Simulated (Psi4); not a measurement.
Pair of molecules, SMILES F with SMILES C=C (the first has 2 atoms); geometry from B3LYP-D3(BJ)/def2-TZVP, rigid monomers moved along the line of their centres of mass till H2···C4 is 3.09 Å.
(charge 0, multiplicity 1):
```xyz
8

F     -0.04402     0.39981    -0.26978
H     -0.01822     0.28339     0.65836
C      0.43129    -0.64092     3.57172
C     -0.30186     0.45586     3.72952
H     -0.02322    -1.61858     3.46612
H      1.51376    -0.60349     3.55150
H      0.15289     1.43236     3.84443
H     -1.38408     0.41724     3.75907
```

Calculation: SAPT0/jun-cc-pV(D+d)Z (Psi4 1.11).

### Question
Give the four SAPT terms and the total, and say what mostly holds the pair together.

### Answer
electrostatics -2.30, exchange 0.58, induction -0.51, dispersion -0.35, total -2.57 kcal/mol; the largest attraction is electrostatics.
